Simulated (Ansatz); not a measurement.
Problem. Predict a relaxed structure of the cluster Al2Sb⁺ (the lowest singlet isomer of a short search), charge 1, singlet, at r2SCAN-D4/def2-TZVP (Ansatz).

Solution. 
```xyz
3

Al    1.223   -0.462   -0.596
Al   -0.247    1.411   -0.116
Sb   -0.977   -0.949    0.712
```
Point group C2v (tolerance 0.1 Å). This is one stationary point.

In the def2 sets Sb takes a core potential; there is no spin–orbit coupling. The restricted singlet is unstable: a solution with broken spin symmetry lies lower. At r2SCAN-D4/def2-TZVP a triplet of charge 1 lies 0.28 eV below the restricted singlet, each at its own geometry. The structure comes from a short search, and lower isomers may exist.
